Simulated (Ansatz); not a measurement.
Basis-set extrapolation for C4H7Al, SMILES `C=C[C](=C)[AlH2]` (PBE0-D4/def2-TZVP geometry, frozen core, Ansatz). Multiplicity 1, RHF reference.

```csv
,def2-TZVPP,def2-QZVPP
HF,-397.475214,-397.489212
MP2 correlation,-0.723882,-0.770399
CCSD(T) correlation,-0.806376,not run
```

Energies in hartree. Use E(X) = E(∞) + A·exp(−7.88·√X) for Hartree–Fock and E(X) = E(∞) + B·X^(−2.97) for correlation, with X = 3 and 4, and add CCSD(T) minus MP2 of the smaller set to the MP2 limit.

Problem. What is the CCSD(T) energy at the basis-set limit?

Solution. HF limit: -397.489212 + (-0.013998) × 0.13774 = -397.49114. MP2 limit: -0.770399 + (-0.046517) × 0.74074 = -0.80486. Higher-order term: -0.806376 − (-0.723882) = -0.08249. Total: -398.37849 hartree, 60.8 kcal/mol below CCSD(T)/def2-TZVPP.
